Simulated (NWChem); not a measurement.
All runs are NWChem calculations. System: BCl, charge 1, spin multiplicity 2, at the geometry of a parent with another charge or spin, in a state set for the comparison that need not be this species' ground state. Its SCF solution wasn't tested for a lower state. Level: ROCCSD(T)/def2-TZVP, 6 core orbitals frozen.

The NWChem input:

```
start mol
memory heap 100 mb stack 700 mb global 1900 mb
charge 1
geometry units angstroms nocenter noautoz
  B      0.000000     0.000000    -1.328511
  Cl     0.000000     0.000000     0.390738
  symmetry group C2v
end
basis spherical
  * library def2-tzvp
end
scf
  rohf
  nopen 1
  maxiter 100
  thresh 1e-7
  semidirect memsize 60000000 filesize 0
  # guess.movecs holds the orbitals of an unrestricted PBE0 run
  vectors input guess.movecs output mol.movecs
end
tce
  freeze core 6
  ccsd(t)
  2eorb
  2emet 13
  thresh 1e-6
  maxiter 100
  tilesize 24
end
task tce energy
```

NWChem printed:

```
             Northwest Computational Chemistry Package (NWChem) 7.3.0
             --------------------------------------------------------

                                NWChem Input Module
                                -------------------

 Scaling coordinates for geometry "geometry" by  1.889725989
 (inverse scale =  0.529177249)

 Turning off AUTOSYM since
 SYMMETRY directive was detected!

                             Geometry "geometry" -> ""
                             -------------------------

 Output coordinates in angstroms (scale by  1.889725989 to convert to a.u.)

  No.       Tag          Charge          X              Y              Z
 ---- ---------------- ---------- -------------- -------------- --------------
    1 B                    5.0000     0.00000000     0.00000000    -1.32851100
    2 Cl                  17.0000     0.00000000     0.00000000     0.39073800

 Effective nuclear repulsion energy (a.u.)      26.1626245907

            Nuclear Dipole moment (a.u.)
            ----------------------------
        X                 Y               Z
 ---------------- ---------------- ----------------
     0.0000000000     0.0000000000    -0.0000170075

      Symmetry information
      --------------------

 Group name             C2v
 Group number             16
 Group order               4
 No. of unique centers     2

      Symmetry unique atoms

     1    2


 Summary of "ao basis" -> "" (spherical)
 ------------------------------------------------------------------------------
       Tag                 Description            Shells   Functions and Types
 ---------------- ------------------------------  ------  ---------------------
 *                         def2-tzvp                  on all atoms

 Summary of "ao basis" -> "ao basis" (spherical)
 ------------------------------------------------------------------------------
       Tag                 Description            Shells   Functions and Types
 ---------------- ------------------------------  ------  ---------------------
 B                         def2-tzvp                11       31   5s3p2d1f
 Cl                        def2-tzvp                13       37   5s5p2d1f

                                 NWChem SCF Module
                                 -----------------

  ao basis        = "ao basis"
  functions       =    68
  atoms           =     2
  closed shells   =    10
  open shells     =     1
  charge          =   1.00
  wavefunction    = ROHF
  use symmetry    = T
  symmetry adapt  = T

 Summary of "ao basis" -> "ao basis" (spherical)
 ------------------------------------------------------------------------------
       Tag                 Description            Shells   Functions and Types
 ---------------- ------------------------------  ------  ---------------------
 B                         def2-tzvp                11       31   5s3p2d1f
 Cl                        def2-tzvp                13       37   5s5p2d1f

      Symmetry analysis of basis
      --------------------------

        a1         30
        a2          6
        b1         16
        b2         16

 Forming initial guess at       0.1s

      Symmetry analysis of molecular orbitals - initial
      -------------------------------------------------

  Numbering of irreducible representations:

     1 a1          2 a2          3 b1          4 b2

  Orbital symmetries:

     1 a1          2 a1          3 a1          4 b2          5 b1
     6 a1          7 a1          8 a1          9 b1         10 b2
[...]
           0.000000000000          88.382258661242           0.000000000000
           0.000000000000           0.000000000000           0.000000000000

  Mulliken analysis of the total density
  --------------------------------------

    Atom       Charge   Shell Charges
 -----------   ------   -------------------------------------------------------
    1 B    5     4.26   0.92  1.06  0.60  0.53  0.01  0.52  0.48  0.01  0.03  0.08  0.01
    2 Cl  17    16.74   2.01  0.45  1.51  1.13  0.82  4.18  1.69  1.04  2.79  1.05  0.02  0.04  0.00

 Mulliken analysis of the open-shell density
 -------------------------------------------

    Atom       Charge   Shell Charges
 -----------   ------   -------------------------------------------------------
    1 B    5     0.96   0.01 -0.01  0.26  0.28  0.02  0.22  0.18  0.00 -0.00 -0.00  0.00
    2 Cl  17     0.04   0.00  0.00 -0.00  0.00 -0.00  0.00 -0.00  0.01  0.04 -0.01  0.00 -0.00  0.00

       Multipole analysis of the density wrt the origin
       ------------------------------------------------

     L   x y z        total         open         nuclear
     -   - - -        -----         ----         -------
     0   0 0 0      1.000000     -1.000000     22.000000

     1   1 0 0      0.000000      0.000000      0.000000
     1   0 1 0      0.000000      0.000000      0.000000
     1   0 0 1     -1.634559      3.264013     -0.000017

     2   2 0 0    -11.290273     -1.038764      0.000000
     2   1 1 0      0.000000      0.000000      0.000000
     2   1 0 1     -0.000000     -0.000000      0.000000
     2   0 2 0    -11.290273     -1.038764      0.000000
     2   0 1 1     -0.000000     -0.000000      0.000000
     2   0 0 2     -4.929304    -12.403133     40.782278

                   NWChem Extensible Many-Electron Theory Module
                   ---------------------------------------------


            General Information
            -------------------
      Number of processors :     1
         Wavefunction type : Restricted open-shell Hartree-Fock
          No. of electrons :    21
           Alpha electrons :    11
            Beta electrons :    10
           No. of orbitals :   136
            Alpha orbitals :    68
             Beta orbitals :    68
        Alpha frozen cores :     6
         Beta frozen cores :     6
     Alpha frozen virtuals :     0
      Beta frozen virtuals :     0
         Spin multiplicity : doublet
    Number of AO functions :    68
       Number of AO shells :    24
        Use of symmetry is : on
      Symmetry adaption is : on
         Schwarz screening : 0.10D-09

          Correlation Information
          -----------------------
          Calculation type : Coupled-cluster singles & doubles w/ perturbation
   Perturbative correction : (T)
            Max iterations :      100
        Residual threshold : 0.10D-05
     T(0) DIIS level shift : 0.00D+00
     L(0) DIIS level shift : 0.00D+00
     T(1) DIIS level shift : 0.00D+00
     L(1) DIIS level shift : 0.00D+00
     T(R) DIIS level shift : 0.00D+00
     T(I) DIIS level shift : 0.00D+00
   CC-T/L Amplitude update :  5-th order DIIS
                I/O scheme : Global Array Library
        L-threshold :  0.10D-05
        EOM-threshold :  0.10D-05
 no EOMCCSD initial starts read in
 TCE RESTART OPTIONS
 SLICE:      F
 D4D5:       F
 quantumc:   F
 qrotation:  F
 pwtce:      F
 qducc:      F
 nacto:                         0
 nrotv:                         0
 nrot:                          0

            Memory Information
            ------------------
          Available GA space size is     249027552 doubles
          Available MA space size is     104850588 doubles

 Maximum block size supplied by input
 Maximum block size        24 doubles

 tile_dim =     23

 -------------------------------------------------

 Global array virtual files algorithm will be used

 Parallel file system coherency ......... OK

 4-electron integrals stored in orbital form

 v2    file size   =          1189786
 4-index algorithm nr.  13 is used
 imaxsize =       30
 imaxsize ichop =        0


CCSD iterations
 ---------------------------------------------------------
 Iter          Residuum       Correlation     Cpu    Wall
 ---------------------------------------------------------
    1   0.1286043189093  -0.2283056873908     0.7     0.7
    2   0.0340389007993  -0.2417247796665     0.6     0.6
    3   0.0125292169071  -0.2465441951908     0.6     0.6
    4   0.0062178841885  -0.2476365323945     0.6     0.6
    5   0.0033591976929  -0.2481953314067     0.6     0.6
    6   0.0020652149070  -0.2485445974145     0.6     0.6
    7   0.0012006622250  -0.2486491135008     0.5     0.5
    8   0.0009738262013  -0.2486164105444     0.6     0.6
    9   0.0007602806172  -0.2486647308324     0.6     0.6
   10   0.0006494682477  -0.2486434987762     0.7     0.7
   11   0.0000970632836  -0.2486762854676     0.7     0.7
   12   0.0000473691534  -0.2486784532518     0.5     0.5
   13   0.0000307363982  -0.2486796545163     0.4     0.4
   14   0.0000211226663  -0.2486794227752     0.4     0.4
   15   0.0000144254863  -0.2486792614583     0.4     0.4
   16   0.0000056818161  -0.2486789990543     0.5     0.5
   17   0.0000030500379  -0.2486792151926     0.5     0.5
   18   0.0000021241273  -0.2486792002691     0.5     0.5
   19   0.0000014208230  -0.2486792704294     0.3     0.3
   20   0.0000010427888  -0.2486792732858     0.4     0.4
   21   0.0000003293757  -0.2486793404198     0.4     0.4
 -----------------------------------------------------------------
 Iterations converged
 CCSD correlation energy / hartree =        -0.248679340419810
 CCSD total energy / hartree       =      -484.064768919873131

 Singles contributions

 Doubles contributions
 CCSD(T)
 Using plain CCSD(T) code
             total no. of tasks          927
 total no. of tasks / no. procs          927
                         wl_min            2           1.1
                         wl_max        97336           6.8
        thresh for no. of tasks          927

 CCSD[T]  correction energy / hartree =        -0.014958597328454
 CCSD[T] correlation energy / hartree =        -0.263637937748264
 CCSD[T] total energy / hartree       =      -484.079727517201604
 CCSD(T)  correction energy / hartree =        -0.013990707069553
 CCSD(T) correlation energy / hartree =        -0.262670047489363
 CCSD(T) total energy / hartree       =      -484.078759626942656

 Task  times  cpu:       21.1s     wall:       21.1s

 Total times  cpu:       21.1s     wall:       21.1s
```
